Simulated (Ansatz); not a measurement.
Consider the isomerisation: `F[SiH](F)[O][GeH3]` → `[F][GeH]([F])[O][SiH3]`.

Isolated molecules relaxed with PBE0-D4/def2-TZVP in Ansatz; ΔE leaves out vibrations. CBS: MP2 limit from def2 TZ/QZ plus the TZ coupled-cluster correction, frozen cores. DFT in def2-TZVPP. For Ge outer-core shells are correlated without core-valence functions, which leaves a few kJ/mol of doubt a bond. Scalar relativity is left out up to krypton. One conformer a species, not always the lowest.

`F[SiH](F)[O][GeH3]`:

Z-matrix (Å, degrees):
```
Si
F 1 1.587
O 1 1.598 2 110.8
F 1 1.586 2 105.6 3 -120.1
H 1 1.465 2 109.2 3 122.5
Ge 3 1.788 1 139.0 2 -55.8
H 6 1.534 3 108.3 1 -18.8
H 6 1.533 3 106.5 1 101.7
H 6 1.531 3 105.3 1 -139.0
```

`[F][GeH]([F])[O][SiH3]`:

```xyz
9

F     2.077   -0.608   -1.133
Ge    1.141    0.781   -0.756
F     0.155    1.032   -2.141
O     0.113    0.399    0.581
Si   -1.109   -0.665    0.904
H     2.028    1.982   -0.488
H    -1.189   -1.701   -0.156
H    -0.826   -1.300    2.214
H    -2.389    0.080    0.974
```

```tsv
species	LDA (SPW92) energy (Eh)
`F[SiH](F)[O][GeH3]`	-2638.00578
`[F][GeH]([F])[O][SiH3]`	-2637.93731
```

Q: Work out ΔE.

A: ΔE = (-2637.93731) − (-2638.00578) = 0.06847 Eh = +179.8 kJ/mol. CCSD(T)/CBS gives +178.5 kJ/mol.

Largest T1 diagnostic among the species: 0.012.

From PBE to PBE0 (25 % exact exchange), in def2-TZVPP and without D4, ΔE moves by +7.3 kJ/mol. At CCSD(T), def2-SVP lies −41.1 kJ/mol from the extrapolated value and def2-TZVPP −7.6 kJ/mol.
